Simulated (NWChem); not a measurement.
Basis-set convergence for HClSSi

```xyz
4

Si    -0.9758    -0.0460     0.0000
Cl     0.4328    -1.6208     0.0000
S      0.4284     1.6035     0.0000
H     -0.5511     2.5415     0.0000
```
Charge 0, spin multiplicity 1.

The numbers come from NWChem runs, not from measurements. Structure: optimised with B3LYP/def2-SVP, a minimum by its harmonic frequencies. It is one conformer; others weren't searched.

Quantity: vertical ionisation energy at the level ΔCCSD(T) (Δ: difference of total energies, the cation a doublet at the parent's geometry with its hole in an orbital of symmetry a' (Cs labels); it is the state that the SCF runs reached, from PBE0 orbitals for Hartree-Fock references, and need not be the lowest).

The correlated methods keep 15 core orbitals frozen. The structure started from a generated list of species. The stability of the SCF solutions was not checked. Open-shell Hartree-Fock references start from PBE0 orbitals; any time given for them includes that run.

Costs are rough ratios of processor time within this set of runs, SCF included, with cc-pVDZ as 1.

Question: In aug-cc-pVDZ the value is 9.37 eV. Among cc-pVDZ, def2-SVP, def2-SVPD, which is the smallest basis within 0.05 eV of it?

Answer: def2-SVPD, with 86 functions against 90. aug-cc-pVDZ isn't the basis-set limit itself, and a small set can land close by cancellation.

```tsv
basis	functions	vertical ionisation energy (eV)	relative cost
cc-pVDZ	59	9.20	1
def2-SVP	59	9.13	under 3
def2-SVPD	86	9.38	under 3
aug-cc-pVDZ	90	9.37	under 3
```
